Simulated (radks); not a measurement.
Spherical quantum dot in the effective-mass picture: electrons in a hard-walled sphere of radius 9.24, with a point charge +1 (a donor) at the centre, all in effective atomic units (hartree* = m*/eps^2 hartree, bohr* = eps/m* bohr), one dielectric constant everywhere. Method: non-relativistic Kohn-Sham, LDA (Slater exchange, Perdew-Wang correlation), spin-polarised, spherical densities; computed with a radial shooting solver with Libxc functionals. Levels are named by radial order and angular momentum (1s, 1p, 1d, 2s, ...), and open shells are averaged over m. Each electron was tried in the lowest free levels, single moves between levels near the top were tried too, and the lowest total energy was kept; such a search can miss a lower state. At N = 1 the Hartree and exchange-correlation terms need not cancel, so that row can carry a self-interaction error.

| N | open shells | 2S | E (hartree*) | mu = E(N) - E(N-1) (hartree*) | addition energy mu(N+1) - mu(N) (hartree*) | e(HOMO) (hartree*) | rms radius (bohr*) |
|---|---|---|---|---|---|---|---|
| 1 | 1s(up 1, down 0) | 1 | -0.478698 | -0.47870 | 0.4501 | -0.26894 | 1.838 |
| 2 | none | 0 | -0.507338 | -0.028640 | 0.2914 | 0.078239 | 2.921 |
| 3 | 1p(up 1, down 0) | 1 | -0.244609 | 0.26273 | 0.1207 | 0.32096 | 4.333 |
| 4 | 1p(up 2, down 0) | 2 | 0.138824 | 0.38343 | 0.1271 | 0.44664 | 4.971 |
| 5 | 1p(up 3, down 0) | 3 | 0.649376 | 0.51055 | 0.1443 | 0.57461 | 5.368 |
| 6 | 1p(up 3, down 0) 2s(up 1, down 0) | 4 | 1.30423 | 0.65485 | 0.1444 | 0.71319 | 5.638 |
| 7 | 1p(up 3, down 1) 2s(up 1, down 0) | 3 | 2.10351 | 0.79928 | 0.1230 | 0.86025 | 5.853 |
| 8 | 1p(up 3, down 2) 2s(up 1, down 0) | 2 | 3.02575 | 0.92223 | 0.1251 | 0.98455 | 6.019 |
| 9 | 2s(up 1, down 0) | 1 | 4.07304 | 1.0473 | 0.1770 | 1.1102 | 6.152 |
| 10 | 1d(up 1, down 0) 2s(up 1, down 0) | 2 | 5.29738 | 1.2243 | 0.1243 | 1.2864 | 6.272 |
| 11 | 1d(up 2, down 0) 2s(up 1, down 0) | 3 | 6.64600 | 1.3486 | 0.1245 | 1.4109 | 6.374 |
| 12 | 1d(up 3, down 0) 2s(up 1, down 0) | 4 | 8.11916 | 1.4732 | 0.1246 | 1.5355 | 6.461 |
| 13 | 1d(up 4, down 0) 2s(up 1, down 0) | 5 | 9.71697 | 1.5978 | 0.1247 | 1.6601 | 6.536 |
| 14 | 1d(up 5, down 0) 2s(up 1, down 0) | 6 | 11.4394 | 1.7225 | 0.1513 | 1.7848 | 6.603 |
| 15 | 1d(up 5, down 1) 2s(up 1, down 0) | 5 | 13.3132 | 1.8738 | 0.1224 | 1.9349 | 6.664 |
| 16 | 1d(up 5, down 2) 2s(up 1, down 0) | 4 | 15.3093 | 1.9961 | 0.1227 | 2.0574 | 6.718 |
| 17 | 1d(up 5, down 3) 2s(up 1, down 0) | 3 | 17.4281 | 2.1188 | 0.1229 | 2.1803 | 6.766 |
| 18 | 1d(up 5, down 4) 2s(up 1, down 0) | 2 | 19.6699 | 2.2417 | 0.1230 | 2.3032 | 6.811 |
| 19 | 2s(up 1, down 0) | 1 | 22.0346 | 2.3647 | 0.1871 | 2.4263 | 6.852 |
| 20 | 2s(up 1, down 0) 1f(up 1, down 0) | 2 | 24.5865 | 2.5518 | 0.1220 | 2.6128 | 6.893 |
| 21 | 2s(up 1, down 0) 1f(up 2, down 0) | 3 | 27.2603 | 2.6738 | 0.1220 | 2.7349 | 6.931 |
| 22 | 2s(up 1, down 0) 1f(up 3, down 0) | 4 | 30.0562 | 2.7959 | 0.1221 | 2.8569 | 6.966 |
| 23 | 2s(up 1, down 0) 1f(up 4, down 0) | 5 | 32.9742 | 2.9180 | 0.1221 | 2.9790 | 6.999 |
| 24 | 2s(up 1, down 0) 1f(up 5, down 0) | 6 | 36.0142 | 3.0400 | 0.1220 | 3.1010 | 7.030 |
| 25 | 2s(up 1, down 0) 1f(up 6, down 0) | 7 | 39.1762 | 3.1621 | 0.1220 | 3.2231 | 7.058 |
| 26 | 2s(up 1, down 0) 1f(up 7, down 0) | 8 | 42.4603 | 3.2841 | - | 3.3451 | 7.085 |

All shells are closed at N = 2 (there: 1s2); the second difference of the energy has clear peaks (12 % above both neighbours; the first and last values, which can be the largest, are not judged, and half-filled shells can peak too) at N = 9, 14, 19.
